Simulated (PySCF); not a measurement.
Cl2HSi, SMILES Cl[SiH]Cl (connectivity only; charge and spin as stated), charge +1, multiplicity 1.

Coordinates come from a TPSSh-D3(BJ)/def2-TZVP optimisation. The spin state was assumed, not searched. The isomer is the one that the SMILES or the coordinates give; other isomers of the formula were not compared.

The numbers are results of TDDFT-M06-2X/def2-SVPD (PySCF 2.14.0), not measurements.

Vertical excitations.  State labels are in the subgroup C2v.

Computed excitation energies, oscillator strengths and character:
```json
[
 {"state": "S1", "symmetry": "A2", "energy (eV)": "5.67", "λ (nm)": "218", "f": "0.000", "main pairs": "HOMO→LUMO 99 %"},
 {"state": "S2", "symmetry": "B1", "energy (eV)": "5.84", "λ (nm)": "212", "f": "0.001", "main pairs": "HOMO−2→LUMO 99 %"},
 {"state": "S3", "symmetry": "B2", "energy (eV)": "6.48", "λ (nm)": "191", "f": "0.076", "main pairs": "HOMO−1→LUMO 91 %"},
 {"state": "S4", "symmetry": "A1", "energy (eV)": "7.44", "λ (nm)": "167", "f": "0.012", "main pairs": "HOMO−3→LUMO 90 %"},
 {"state": "S5", "symmetry": "A2", "energy (eV)": "7.51", "λ (nm)": "165", "f": "0.000", "main pairs": "HOMO−1→LUMO+1 97 %"},
 {"state": "S6", "symmetry": "B2", "energy (eV)": "7.52", "λ (nm)": "165", "f": "0.055", "main pairs": "HOMO→LUMO+1 88 %"},
 {"state": "S7", "symmetry": "A1", "energy (eV)": "7.82", "λ (nm)": "159", "f": "0.063", "main pairs": "HOMO−2→LUMO+1 88 %"},
 {"state": "S8", "symmetry": "B1", "energy (eV)": "7.95", "λ (nm)": "156", "f": "0.002", "main pairs": "HOMO−4→LUMO 98 %"},
 {"state": "S9", "symmetry": "A2", "energy (eV)": "8.19", "λ (nm)": "151", "f": "0.000", "main pairs": "HOMO−5→LUMO 99 %"},
 {"state": "S10", "symmetry": "B1", "energy (eV)": "8.55", "λ (nm)": "145", "f": "0.044", "main pairs": "HOMO−3→LUMO+1 91 %"},
 {"state": "T1", "symmetry": "A2", "energy (eV)": "5.55", "λ (nm)": "223", "f": "0", "main pairs": "HOMO→LUMO 99 %"},
 {"state": "T2", "symmetry": "B2", "energy (eV)": "5.56", "λ (nm)": "223", "f": "0", "main pairs": "HOMO−1→LUMO 98 %"},
 {"state": "T3", "symmetry": "B1", "energy (eV)": "5.60", "λ (nm)": "221", "f": "0", "main pairs": "HOMO−2→LUMO 97 %"},
 {"state": "T4", "symmetry": "A1", "energy (eV)": "6.12", "λ (nm)": "202", "f": "0", "main pairs": "HOMO−3→LUMO 97 %"}
]
```
Triplets are in the Tamm–Dancoff approximation, which puts them higher than full response would, so one can lie above its singlet here.
